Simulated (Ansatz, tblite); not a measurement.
N-butyl-N-methylpyrrolidinium salts: gap (eV) at several levels, gas phase, relaxed structures; Ansatz, xTB through tblite. Core potentials for I in the def2 sets, no spin–orbit coupling. The structures are stationary points that may keep the symmetry of their start.

| species | state | geometry | GFN1-xTB | GFN2-xTB | PBE-D4/def2-TZVP | PBE0-D4/def2-SVP | PBE0-D4/def2-TZVP |
| --- | --- | --- | --- | --- | --- | --- | --- |
| N-butyl-N-methylpyrrolidinium bromide (C9H20BrN) | singlet | PBE-D4/def2-SVP | 1.89 | 4.49 | 3.35 | 5.36 | 5.30 |
| N-butyl-N-methylpyrrolidinium iodide (C9H20IN) | singlet | PBE0-D4/def2-SVP | 2.01 | 4.56 | 2.99 | 4.97 | 4.80 |
| N-butyl-N-methylpyrrolidinium chloride (C9H20ClN) | singlet | r2SCAN-D4/def2-SVP | 6.60 | 5.82 | 3.55 | 5.61 | 5.60 |
| N-butyl-N-methylpyrrolidinium dicyanamide (C11H20N4) | singlet | PBE-D4/def2-SVP | 4.07 | 4.59 | 3.79 | 5.96 | 5.77 |
| N-butyl-N-methylpyrrolidinium cyclic bis(sulfonyl)imide (C12H20F6N2O4S2) | singlet | PBE-D4/def2-SVP | 4.81 | 5.65 | 5.26 | 7.90 | 7.65 |

Estimate the column for r2SCAN-D4/def2-TZVP.

N-butyl-N-methylpyrrolidinium bromide (C9H20BrN) 4.17; N-butyl-N-methylpyrrolidinium iodide (C9H20IN) 3.78; N-butyl-N-methylpyrrolidinium chloride (C9H20ClN) 4.39; N-butyl-N-methylpyrrolidinium dicyanamide (C11H20N4) 4.58; N-butyl-N-methylpyrrolidinium cyclic bis(sulfonyl)imide (C12H20F6N2O4S2) 5.97.

Over the 5 species that have every level, the mean is 3.88 at GFN1-xTB, 5.02 at GFN2-xTB, 3.79 at PBE-D4/def2-TZVP, 4.58 at r2SCAN-D4/def2-TZVP, 5.96 at PBE0-D4/def2-SVP, 5.82 at PBE0-D4/def2-TZVP. Orbital gaps grow with the share of exact exchange and aren't one observable across functionals.
